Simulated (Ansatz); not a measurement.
Ansatz (a program for electronic structure) input:
A basis named .json is the Basis Set Exchange file of that set.

Ansatz 0.2 input:
```yaml
crystal:
  periodic: [false, false, false]
  atoms:
    - {symbol: C, position_ang: [-2.37130481, 0.24005937, -0.13574572]}
    - {symbol: C, position_ang: [-0.94002001, 0.37207793, 0.39622560]}
    - {symbol: C, position_ang: [0.11087895, -0.31149729, -0.48165021]}
    - {symbol: S, position_ang: [1.81930045, -0.15814887, 0.14644682]}
    - {symbol: H, position_ang: [-2.66405344, -0.81183204, -0.21758690]}
    - {symbol: H, position_ang: [-3.10164373, 0.73813505, 0.51175033]}
    - {symbol: H, position_ang: [-2.46062372, 0.67894364, -1.13488435]}
    - {symbol: H, position_ang: [-0.66952809, 1.42803663, 0.49390176]}
    - {symbol: H, position_ang: [-0.87125586, -0.05026678, 1.40352482]}
    - {symbol: H, position_ang: [0.03182523, 0.11439454, -1.49336930]}
    - {symbol: H, position_ang: [-0.17085234, -1.37086923, -0.57946342]}
basis:
  gaussian:
    orbitals: aug-cc-pV_D+d_Z.json
total_charge: -1
magnetization: {spin_polarized: false}
correlation: {method: ccsd_t, electrons: outside_noble_gas}
output: {forces: true}
```

Task: Predict the final energy.

Result: -515.92582 Eh (CCSD(T)/aug-cc-pV(D+d)Z). The basis has 164 functions. The run takes about 9 core-minutes (a rough figure).

It need not be the lowest isomer of its formula. Whether it binds its extra electron was not tested at this geometry.
